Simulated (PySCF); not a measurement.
## Telling isomers of C4H7N3O2Si apart by NMR

Method: geometry from PBE0-D3(BJ)/def2-SVP, GIAO PBE0/pcSseg-1 shieldings, in PySCF 2.14 (one averaged value for each set of equivalent atoms, a single conformation, no relativistic terms, in vacuum).

Referencing at the same level of theory: ¹H, ¹³C vs TMS. Where no couplings were computed, multiplicities follow the n + 1 count of equivalent neighbours, and m marks all less simple cases (inequivalent or close neighbours, rings, F or P nearby). Shifts are as computed. Against solution values, carbons near 30 ppm lie about +2 ppm off and those near 130 ppm about +5 ppm (rms about the fit 1.9 ppm; single classes can miss by 10 ppm). Of 1328 compounds with measured shifts, 309 miss one by over three times the rms of a fit or turn the order of signals round; such compounds aren't used in these exercises. Signals without a measured value on file couldn't be tested in this way; 1H shifts scatter by 0.2 ppm about their fit, and single ones miss by 0.5 ppm.

(1) Tabulate the signals of `COC(=O)c1ncn([SiH3])n1`, `COC(=O)c1cnn([SiH3])n1` and their relative energies.

(2) What is the quickest way to tell COC(=O)c1ncn([SiH3])n1 from COC(=O)c1cnn([SiH3])n1?

## Answers

(1) 
| SMILES | carbon types | δC | δH | E rel. (kcal/mol) |
| --- | --- | --- | --- | --- |
| COC(=O)c1ncn([SiH3])n1 | 2×C 1×CH 1×CH3 | 164.1, 163.6, 154.9, 52.1 | 8.03 (s, 1H), 5.11 (s, 3H), 3.88 (s, 3H) | 0.0 |
| COC(=O)c1cnn([SiH3])n1 | 2×C 1×CH 1×CH3 | 166.0, 148.0, 144.9, 52.1 | 8.28 (s, 1H), 5.21 (s, 3H), 3.88 (s, 3H) | 10.9 |

Energies are electronic energies at PBE0/pcSseg-1 on these geometries, without zero-point or thermal terms, each for the one conformer computed, which needn't be the lowest.

(2) Both give the same number of carbon signals, with the same numbers of each carbon type, so the positions decide. The first has an aromatic CH between two ring heteroatoms at 154.9 ppm, the second a substituted aromatic carbon next to a ring nitrogen (C) at 148.0 ppm. Their most deshielded carbons lie at 164.1 and 166.0 ppm.
